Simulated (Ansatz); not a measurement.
Reaction (cleavage of the Si–Ga bond): `[SiH3]O[SiH2][GaH2]` + H₂S → `[SiH3]O[SiH2]S` + `[GaH3]`

Computed with Ansatz on PBE0-D4/def2-TZVP structures; ΔE is electronic, products minus reactants. CCSD(T)/CBS is the MP2 limit (def2-TZVPP, def2-QZVPP) plus CCSD(T) − MP2 in def2-TZVPP, frozen cores. This one scheme is used for every species. Functionals use def2-TZVPP. For Ga outer-core shells are correlated without core-valence functions, which leaves a few kJ/mol of doubt a bond. Scalar relativity is left out up to krypton. Each species was taken in one conformer, which may not be the lowest.

```csv
level,ΔE (kcal/mol)
PBE-D4,-10.9
B97M-V,-15.4
CAM-B3LYP,-15.7
RPA@PBE/def2-TZVPP,-13.0
```

Problem. What does CCSD(T)/CBS give? (Estimate.)

Solution. Computed: -13.5 kcal/mol. The listed levels differ from it by 2.6, -1.9, -2.2, 0.5 kcal/mol.

Largest T1 diagnostic among the species: 0.013.

From r2SCAN to r2SCAN0 (25 % exact exchange), in def2-TZVPP and without D4, ΔE moves by −0.9 kcal/mol. Leaving LDA and LC-ωPBE aside and taking each functional with its dispersion term where it has one, the values, not all of them listed here, spread over 4.6 kcal/mol, from BHLYP-D4 to PBE-D4. LDA lies +2.4 kcal/mol from PBE without D4.

CCSD(T)/CBS has its own doubt, a few kJ/mol and more with outer-core shells, so smaller differences from it don't rank the levels.
